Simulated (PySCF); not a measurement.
Compounds:
1. `F/C=C\C=C(\F)C(F)(F)F`, C5H3F5
2. `CC#CC#C/C=N/C`, C7H7N
3. `InChI=1S/C7H7N/c1-2-3-4-5-6-7-8/h3,5-6H,1,4H2/b6-5-`
4. `C(#CC(=C)F)C`, C5H5F
5. SMILES C=C/C=C/C=C\C#N, C7H7N
6. SMILES FC(C)=C1C=C1, C5H5F

- GFN2-xTB geometry
- GIAO PBE0/pcSseg-1 shieldings
- run in PySCF
- one averaged value for each set of equivalent atoms, no relativistic terms, one computed conformer, no solvent

Chemical shifts δ = σref − σ; TMS for ¹H (σ = 31.72 ppm), ¹³C (σ = 186.93 ppm), all at this level. Shifts are as computed. Against solution values, carbons near 30 ppm lie about +3 ppm off and those near 130 ppm about +5 ppm (rms about the fit 2.1 ppm; single classes can miss by 10 ppm). Of 1328 compounds with measured shifts, 309 miss one by over three times the rms of a fit or turn the order of signals round; such compounds aren't used in these exercises. Signals without a measured value on file couldn't be tested in this way; 1H shifts scatter by 0.2 ppm about their fit, and single ones miss by 0.5 ppm.

**Question.** Which show a ¹³C signal above 185 ppm?

**Answer.** 3 (222.5: central carbon of an allene).

**Question.** Which show a ¹H signal between 3 and 4.5 ppm from a carbon-bound hydrogen?

**Answer.** 2 (3.85: hydrogen on a methyl carbon bonded to N); 3 (3.28: hydrogen on an allylic sp3 CH2).

**Question.** Which show a ¹³C signal below 10 ppm?

**Answer.** 2 (5.9: propargylic methyl carbon); 4 (5.3: propargylic methyl carbon).

**Question.** Which give exactly 7 ¹³C signals?

**Answer.** 2 (δ 147.1, 90.7, 85.7, 76.7, 72.2, 52.9, 5.9); 3 (δ 222.5, 163.8, 120.6, 105.0, 91.9, 79.4, 38.5); 5 (δ 157.6, 150.1, 145.3, 137.9, 132.8, 121.6, 103.2).
